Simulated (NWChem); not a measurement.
AlNH3Cl2, doublet

```xyz
7

Al    -0.0473     0.7110    -0.0968
Cl     0.7169    -0.5547    -1.6674
Cl     0.5122     0.1178     1.9002
N     -1.9367    -0.1299    -0.0466
H     -1.9688    -0.8677    -0.7552
H     -2.0619    -0.5614     0.8729
H     -2.7185     0.5056    -0.2108
```
Atoms are numbered in this order, from 1.

All runs: NWChem. Pople sets run with spherical d functions. Spin-unrestricted. All runs use the structure optimised with PBE0/def2-SVP, spin-unrestricted. The spin multiplicity was typed, not searched, and may not be the lowest. No stability test was run on the SCF state. Vzz is the largest principal value of the second derivative of the potential at the nucleus (NWChem prints the opposite sign); η is the asymmetry. Non-relativistic.

```json
[
 {"level": "UHF/def2-SVP", "Vzz Al1 (a.u.)": "0.362", "η Al1": "0.45", "Vzz Cl3 (a.u.)": "1.151", "η Cl3": "0.09", "Vzz N4 (a.u.)": "-0.637", "η N4": "0.07", "relative time": "1"},
 {"level": "UHF/6-31G*", "Vzz Al1 (a.u.)": "0.337", "η Al1": "0.50", "Vzz Cl3 (a.u.)": "1.122", "η Cl3": "0.07", "Vzz N4 (a.u.)": "-0.579", "η N4": "0.07", "relative time": "2"},
 {"level": "B3LYP/cc-pVTZ", "Vzz Al1 (a.u.)": "0.275", "η Al1": "0.13", "Vzz Cl3 (a.u.)": "1.162", "η Cl3": "0.06", "Vzz N4 (a.u.)": "-0.566", "η N4": "0.08", "relative time": "10"},
 {"level": "B3LYP/6-31G*", "Vzz Al1 (a.u.)": "0.276", "η Al1": "0.38", "Vzz Cl3 (a.u.)": "1.193", "η Cl3": "0.05", "Vzz N4 (a.u.)": "-0.551", "η N4": "0.08", "relative time": "3"}
]
```

Times are rough ratios from one shared machine.
